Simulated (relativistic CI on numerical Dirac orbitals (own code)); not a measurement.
# Hyperfine structure of Pm⁴¹⁺, mass number 147

Calculated at this level of theory: Dirac-Coulomb-Breit CI, orbitals from a KLI potential per configuration, model QED (radiative potential, 1s self-energy scaled to tabulated hydrogen-like ionisation energies), unscaled Slater integrals (own radial code, finite nucleus).

Configurations in the expansion (outside the closed core [Ne]): 3s2.3p6.3d2, 3s2.3p5.3d3, 3s.3p6.3d3, 3s2.3p6.3d.4s, 3s2.3p6.3d.4p, 3s2.3p6.3d.4d, 3s2.3p5.3d2.4s, 3s2.3p6.3d.4f, 3s2.3p5.3d2.4p, 3s2.3p5.3d2.4d, 3p6.3d4, 3p5.3d5, 3p5.3d4.4s, 3p6.3d3.4s, 3p5.3d3.4s2. Double excitations out of closed p, d and f shells are left out; levels of such configurations are missing from the list, as are those of other unlisted configurations, and high levels can miss mixing partners. These lack a partner that the ground configuration has and come out too high: 3s2.3p5.3d2.4p, 3s2.3p5.3d2.4d.

Nuclear spin I = 7/2, μ = 2.58 μN, Q = 0.74 b (tables of Stone and Pyykkö). The electronic factors are computed for point nuclear moments, without core polarisation or the Bohr-Weisskopf and QED corrections.

```json
{"Level": "3s2.3p6.3d2 3F_2", "E (cm⁻¹)": "0", "A (MHz)": "39250", "B (MHz)": "3480"}
{"Level": "3s2.3p6.3d2 3F_3", "E (cm⁻¹)": "220508", "A (MHz)": "22560", "B (MHz)": "11500"}
{"Level": "3s2.3p6.3d2 1G_4", "E (cm⁻¹)": "303665", "A (MHz)": "23290", "B (MHz)": "45300"}
{"Level": "3s2.3p6.3d2 3P_1", "E (cm⁻¹)": "316307", "A (MHz)": "-1196", "B (MHz)": "11600"}
{"Level": "3s2.3p6.3d2 3F_4", "E (cm⁻¹)": "500347", "A (MHz)": "16970", "B (MHz)": "38200"}
```

Levels with J = 0, under 50 % of one LS term, or S terms without an open s electron are left out. Small factors come from cancelling terms and can be off by tens of per cent or more.

At this charge energies of transitions that change n are usually good to better than 1 %, and those within a shell (Δn = 0) to a few per cent.

Task: Give the hyperfine levels of 3s2.3p6.3d2 3F_2 relative to its centre of gravity.

Result: With K = F(F + 1) − I(I + 1) − J(J + 1), E = AK/2 + B[¾K(K + 1) − I(I + 1)J(J + 1)]/[2I(2I − 1)J(2J − 1)]: F = 3/2: -351400, F = 5/2: -254800, F = 7/2: -118800, F = 9/2: 57700, F = 11/2: 275600 MHz.

LS names give the leading component of a level, which can be under half, so a name can repeat, a term be missing and a line seem to break the LS rules.
